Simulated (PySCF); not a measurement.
A calculated (UHF, PySCF 2.14, x2c-TZVPall, scalar relativity by spin-free X2C-1e) atom or ion has these occupied shells.

```tsv
shell	electrons	orbital energy (eV)	rms radius, mean of both spins (bohr)
1s α	1	-33332.1	0.0311
1s β	1	-33332.0	0.0311
2s α	1	-5249.2	0.127
2s β	1	-5249.2	0.127
2p α	3	-4707.9	0.113
2p β	3	-4707.8	0.113
3s α	1	-1102.1	0.334
3s β	1	-1102.0	0.334
3p α	3	-922.04	0.335
3p β	3	-921.94	0.335
3d α	5	-651.00	0.313
3d β	5	-650.96	0.313
4s α	1	-211.03	0.787
4s β	1	-210.85	0.787
4p α	3	-151.97	0.845
4p β	3	-151.75	0.845
4d α	5	-62.647	0.994
4d β	5	-62.492	0.994
5s α	1	-25.035	2.14
5s β	1	-22.620	2.14
5p α	3	-11.355	2.64
5p β	2	-10.353	2.64
```

**Question.** Name the element and its charge.

**Answer.** I (iodine, neutral), in [Kr] 4d10 5s2 5p5, 2P determinant.
